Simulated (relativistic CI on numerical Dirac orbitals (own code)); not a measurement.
Slater and spin-orbit integrals, Pb³⁰⁺

These numbers are calculated, not measured: Dirac-Coulomb-Breit CI, orbitals from a KLI potential per configuration, a model potential for QED, unscaled Slater integrals (own radial code, finite nucleus).

Slater integrals F^k, G^k are unscaled and averaged over j, outside the closed core [Ar] 3d10 4p6 4d10; ζ comes from projecting the Hamiltonian with its Breit term on Σ l·s of the shell.

- 4s²4f⁶: F^2(4f,4f) = 272570, F^4(4f,4f) = 177440, F^6(4f,4f) = 129680, ζ(4f) = 14682 cm⁻¹; <r>(4f) = 0.3836, <r^2>(4f) = 0.1689 (bohr units).
- 4s²4f⁵5s: F^2(4f,4f) = 275160, F^4(4f,4f) = 179240, F^6(4f,4f) = 131030, ζ(4f) = 15003, G^3(4f,5s) = 37718 cm⁻¹; <r>(4f) = 0.3805, <r^2>(4f) = 0.1661, <r>(5s) = 0.6883, <r^2>(5s) = 0.5281 (bohr units).
- 4s²4f⁴5s²: F^2(4f,4f) = 277950, F^4(4f,4f) = 181170, F^6(4f,4f) = 132490, ζ(4f) = 15328 cm⁻¹; <r>(4f) = 0.3773, <r^2>(4f) = 0.1632 (bohr units).

Averages of the first 6 configurations, taken without configuration mixing, which lowers the lowest level and can move excited configurations by several eV; other configurations of the list can lie among them:

| Configuration | Parity | States | Average energy above the lowest level (eV) |
| --- | --- | --- | --- |
| 4s²4f⁶ | even | 3003 | 34.2 |
| 4s²4f⁵5s | odd | 4004 | 201.2 |
| 4s²4f⁴5s² | even | 1001 | 380.1 |
| 4s4f⁷ | odd | 6864 | 802.6 |
| 4s²4f⁵6s | odd | 4004 | 558.2 |
| 4f⁸ | even | 3003 | 1573.8 |
